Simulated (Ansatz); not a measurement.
Abridged output of a molecular run in Ansatz:

```
Functional definition: HF
2871 factors; integrals over basis functions are off by at most 1.2e-3 eV
mean field evaluation 1: about -40436.3721 eV, gradient 5.6e1 eV
mean field evaluation 2: about -40436.8620 eV, gradient 5.6e1 eV
mean field evaluation 4: about -40444.5879 eV, gradient 6.2e0 eV
mean field evaluation 8: about -40444.7395 eV, gradient 2.8e-1 eV
mean field -40444.73986583 eV, -1486.3167756399 hartree, gradient 7.2e-6 eV, S^2 0.000000; 0 other end points of the search recorded, 0 dependent functions left out
26 core orbitals not correlated: weight in the atoms' cores, before any rotation towards them, 1.000 or more for the frozen orbitals, at most 0.000 for the correlated occupied ones
reference -40444.73986583 eV, -1486.3167756399 hartree; 27, 27 occupied and 423, 423 virtual orbitals, 2871 factors
second order -34.48751019 eV of doubles, -0.00000000 eV of singles
cycle   1  -35.51818982 eV  change    -1.0e0 eV  update   1.5e-1
cycle   2  -36.64259594 eV  change    -1.1e0 eV  update   4.5e-2
cycle   3  -36.85219449 eV  change   -2.1e-1 eV  update   2.2e-2
cycle   4  -36.83191546 eV  change    2.0e-2 eV  update   5.1e-3
cycle   5  -36.82812940 eV  change    3.8e-3 eV  update   2.5e-3
cycle   6  -36.82869939 eV  change   -5.7e-4 eV  update   6.5e-4
cycle   7  -36.82840733 eV  change    2.9e-4 eV  update   3.3e-4
cycle   8  -36.82837252 eV  change    3.5e-5 eV  update   1.1e-4
cycle   9  -36.82843948 eV  change   -6.7e-5 eV  update   4.9e-5
perturbative correction -1.33940752 eV, -0.0492223185 hartree
Total energy: -40482.90771282 eV, -1487.7194181459 hartree
```

Its atoms:

```xyz
21

Si   -1.0368   -2.3294   -1.6683
N    -0.4034   -1.5493   -0.2640
Si   -1.3324   -1.4566    1.1923
Sn    1.3880   -0.5858   -0.2883
N     0.9072    1.3394    0.1582
Si    1.5220    2.1319    1.5639
Si   -0.2539    2.1196   -0.8599
H    -0.5435   -1.6450   -2.8941
H    -2.5243   -2.2727   -1.6299
H    -0.6344   -3.7611   -1.7569
H    -0.4362   -0.9751    2.2807
H    -2.4784   -0.5149    1.0746
H    -1.8743   -2.7923    1.5656
H     1.9902   -0.7075   -1.8745
H     2.3964   -1.1474    0.9608
H     0.4914    3.0664    2.0952
H     2.7525    2.9226    1.2808
H     1.8604    1.1216    2.6025
H    -0.3691    1.3317   -2.1188
H     0.1778    3.5057   -1.1907
H    -1.5993    2.1982   -0.2292
```

Q: Which basis set was used?
A. cc-pV(Q+d)Z
B. cc-pV(D+d)Z
C. def2-TZVPP
D. def2-SVPD

A: C. It gives 476 functions.

Q: Write the keys of the input that set method, charge and spin (a neutral closed shell needs none for the last two).

A: 
```yaml
correlation: {method: ccsd_t}
```
